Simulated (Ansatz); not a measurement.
Basis-set series for `OB(O)S`. The species carries charge 0 and has multiplicity 1. The geometry is a stationary point of PBE0-D4/def2-TZVP. It is one conformer, not always the lowest.

| functional | basis | functions | energy (Eh) | HOMO (eV) | LUMO (eV) |
| --- | --- | --- | --- | --- | --- |
| PBE0-D4 | def2-TZVPP | 177 | -575.19437 | -7.61 | 0.09 |
| PBE0-D4 | def2-QZVPP | 331 | -575.21684 | -7.65 | -0.18 |
| ωB97M-V | def2-TZVPP | 177 | -575.44880 | -9.82 | 1.66 |
| ωB97M-V | def2-QZVPP | 331 | -575.47021 | -9.86 | 1.18 |

(1) Give the rows for def2-SVP. (Best estimate.)

Results:

(1) Ansatz gave: 
```csv
functional,basis,functions,energy (Eh),HOMO (eV),LUMO (eV)
PBE0-D4,def2-SVP,75,-574.84496,-7.38,0.61
ωB97M-V,def2-SVP,75,-575.09572,-9.56,2.44
```

Positive LUMOs are unbound and depend on the basis.
